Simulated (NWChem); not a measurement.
System: C5H5 cation

Input file for NWChem:

```
start job
memory heap 200 mb stack 900 mb global 1100 mb
charge 1
geometry units angstroms noautosym nocenter noautoz
  C     -1.165232    -0.001730     0.000000
  C     -0.354642     1.206737     0.000000
  C      0.941170     0.791902     0.000000
  C      0.943118    -0.789144     0.000000
  C     -0.351803    -1.207580     0.000000
  H     -2.271199    -0.002904     0.000000
  H     -0.741009     2.233459     0.000000
  H      1.854194     1.406842     0.000000
  H      1.857368    -1.402218     0.000000
  H     -0.734665    -2.235631     0.000000
end
basis spherical
  C library 6-31g*
  H library 6-31g*
end
dft
  xc pbe0
  iterations 150
end
cosmo
  do_cosmo_smd true
  solvent ethanol
end
task dft energy
```

Output (shortened):

```
             Northwest Computational Chemistry Package (NWChem) 7.3.0
             --------------------------------------------------------

                             Geometry "geometry" -> ""
                             -------------------------

 Output coordinates in angstroms (scale by  1.889725989 to convert to a.u.)

  No.       Tag          Charge          X              Y              Z
 ---- ---------------- ---------- -------------- -------------- --------------
    1 C                    6.0000    -1.16523200    -0.00173000     0.00000000
    2 C                    6.0000    -0.35464200     1.20673700     0.00000000
    3 C                    6.0000     0.94117000     0.79190200     0.00000000
    4 C                    6.0000     0.94311800    -0.78914400     0.00000000
    5 C                    6.0000    -0.35180300    -1.20758000     0.00000000
    6 H                    1.0000    -2.27119900    -0.00290400     0.00000000
    7 H                    1.0000    -0.74100900     2.23345900     0.00000000
    8 H                    1.0000     1.85419400     1.40684200     0.00000000
    9 H                    1.0000     1.85736800    -1.40221800     0.00000000
   10 H                    1.0000    -0.73466500    -2.23563100     0.00000000

 Effective nuclear repulsion energy (a.u.)     146.3971311534

                                 NWChem DFT Module
                                 -----------------

 Summary of "ao basis" -> "ao basis" (spherical)
 ------------------------------------------------------------------------------
       Tag                 Description            Shells   Functions and Types
 ---------------- ------------------------------  ------  ---------------------
 C                           6-31g*                  6       14   3s2p1d
 H                           6-31g*                  2        2   2s

 in cosmo_initialize ...
 calling solv_data for solv:ethanol

 solvent parameters
 solvname_short: ethanol
 solvname_long:  ethanol
 dielec:       24.8520
 dielecinf:     1.8526
 nonaqueous SMD model solvent descriptors
 dielec:       24.8520
 sola:          0.3700
 solb:          0.4800
 solc:          0.0000
 solg:         31.6200
 solh:          0.0000
 soln:          1.3611

          ---------------
          -cosmo- solvent
          ---------------
 Cosmo: York-Karplus, doi: 10.1021/jp992097l
 dielectric constant -eps-     =  24.85
 screen = (eps-1)/(eps    )    =   0.95976
 surface charge correction     = lagrangian

   van der Waals surface
 --------------------------

[...]

                                COSMO-SMD solvation results
                                ---------------------------

             internal energy in gas <Psi(g)|H|Psi(g)> =      -192.907385905667
         internal energy in solvent <Psi(s)|H|Psi(s)> =      -192.907113191275
                               delta internal energy  =         0.000272714393 (    0.17 kcal/mol)
   total free energy in solvent <Psi(s)|H+V/2|Psi(s)> =      -193.003141603522
 polarization energy contribution <Psi(s)|V/2|Psi(s)> =        -0.096028412248 (  -60.26 kcal/mol)
    total free energy in solvent including G(SMD-CDS) =      -193.003997294095
                       G(SMD-CDS) energy contribution =        -0.000855690572 (   -0.54 kcal/mol)
     1 M fixed-concentration free energy of solvation =        -0.096611388427 (  -60.62 kcal/mol)

                       DFT Final Molecular Orbital Analysis
                       ------------------------------------

 Vector   15  Occ=2.000000D+00  E=-4.308121D-01
              MO Center= -7.1D-02, -5.8D-04,  2.1D-09, r^2= 2.3D+00
   Bfn.  Coefficient  Atom+Function         Bfn.  Coefficient  Atom+Function
  ----- ------------  ---------------      ----- ------------  ---------------
     5      0.272638   1 C  pz               19      0.247190   2 C  pz
    61      0.247388   5 C  pz               33      0.234959   3 C  pz
    47      0.235120   4 C  pz                9      0.154392   1 C  pz
    23      0.140262   2 C  pz               65      0.140371   5 C  pz
    37      0.133579   3 C  pz               51      0.133676   4 C  pz

 Vector   16  Occ=2.000000D+00  E=-4.293077D-01
              MO Center=  5.7D-01,  3.2D-03, -1.9D-09, r^2= 2.9D+00
   Bfn.  Coefficient  Atom+Function         Bfn.  Coefficient  Atom+Function
  ----- ------------  ---------------      ----- ------------  ---------------
    32      0.366788   3 C  py               46     -0.366886   4 C  py
    36      0.160984   3 C  py               50     -0.161051   4 C  py
    18     -0.149877   2 C  py               60      0.149293   5 C  py
    75      0.130721   8 H  s                77      0.130301   9 H  s
    73     -0.128700   7 H  s                79     -0.128202  10 H  s

 Vector   17  Occ=2.000000D+00  E=-2.960733D-01
              MO Center=  1.2D-01,  1.3D-03, -5.0D-11, r^2= 2.5D+00
   Bfn.  Coefficient  Atom+Function         Bfn.  Coefficient  Atom+Function
  ----- ------------  ---------------      ----- ------------  ---------------
    19      0.339704   2 C  pz               61     -0.339611   5 C  pz
    33      0.268396   3 C  pz               47     -0.267625   4 C  pz
    23      0.250516   2 C  pz               65     -0.250497   5 C  pz
    37      0.183605   3 C  pz               51     -0.183014   4 C  pz

 Vector   18  Occ=0.000000D+00  E=-2.061812D-01
              MO Center= -6.7D-02, -9.8D-04, -2.0D-10, r^2= 2.5D+00
   Bfn.  Coefficient  Atom+Function         Bfn.  Coefficient  Atom+Function
  ----- ------------  ---------------      ----- ------------  ---------------
     5      0.431780   1 C  pz                9      0.338423   1 C  pz
    33     -0.304259   3 C  pz               47     -0.305215   4 C  pz
    37     -0.249627   3 C  pz               51     -0.250338   4 C  pz
    19      0.065739   2 C  pz               61      0.065164   5 C  pz
    23      0.057998   2 C  pz               65      0.057484   5 C  pz

[...]
```

Level: PBE0/6-31G* (spherical d), SMD on the gas-phase geometry. The geometry was optimised at PBE-D3(BJ)/def2-SVP. Solvent: ethanol.
